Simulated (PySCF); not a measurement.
# C₆ coefficients of unlike pairs at PBE0

Calculated with PySCF 2.14 from the dipole response of each species, C₆(A,B) = (3/π) ∫ α_A(iu) α_B(iu) du, in atomic units, from isotropic polarisabilities. For ions this is the dispersion term alone; charge-induced terms of lower order in 1/R come first.

| species | configuration | basis | relativity | α (bohr³) | C₆ (like pair) |
| --- | --- | --- | --- | --- | --- |
| Re | [Xe] 4f14 5d5 6s2 (6S) | aug-cc-pVQZ-PP with ECP60MDF (7s7p6d4f3g2h) | core potential | 68.77 | 806.2 |
| Si³⁺ | [Ne] 3s1 (2S) | dyall-av3z (19s12p3d2f) | none | 7.331 | 13.71 |
| O³⁺ | [He] 2s2 2p1 (2P) | aug-cc-pVQZ-DK (6s5p4d3f2g) | spin-free X2C | 1.356 | 1.267 |
| Cd²⁺ | [Kr] 4d10 (1S) | aug-cc-pVDZ-PP with ECP28MDF (5s5p4d2f) | core potential | 4.885 | 23.99 |

Question: Estimate C₆ for Cd²⁺ with O³⁺.

Answer: The integral gives 5.432. The combination rule 2 C_A C_B / (C_A α_B/α_A + C_B α_A/α_B) gives 5.417 and the geometric mean 5.514.

No spin-orbit coupling is included.

The other pairs:

```tsv
pair	C₆
Cd²⁺, Re	108.0
O³⁺, Re	27.35
Cd²⁺, Si³⁺	14.57
Si³⁺, Re	104.0
O³⁺, Si³⁺	3.690
```
